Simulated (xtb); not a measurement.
Al(F)2(OH) (AlF₂HO), SMILES [OH][Al]([F])[F]. All values are semi-empirical tight-binding results from xtb (GFN2-xTB unless named), good for trends rather than for accurate numbers. Geometry: GFN2-xTB. Other conformers were not sampled.

Optimised geometry:

Bond lengths (Å): Al1–F2 1.642, Al1–F3 1.637, Al1–O4 1.636, O4–H5 0.947. Bond angles (°): F2–Al1–F3 117.6, F2–Al1–O4 123.7, F3–Al1–O4 118.8, Al1–O4–H5 146.2.

For metal compounds this method's bond lengths and energies can be far off.

Computed properties:
- point group as xtb finds it = Cs
- orbital gap = 5.43 eV
- zero-point energy = 10.8 kcal/mol
- G − E(el) at 298.15 K (modified RRHO) = -7.0 kcal/mol

Computed atomic charges and the Wiberg bond orders between heavy atoms:
charges (e) Al1 0.56, F2 -0.24, F3 -0.22, O4 -0.44, H5 0.34. Bond orders Al1–F2 1.22, Al1–F3 1.25, Al1–O4 1.40.
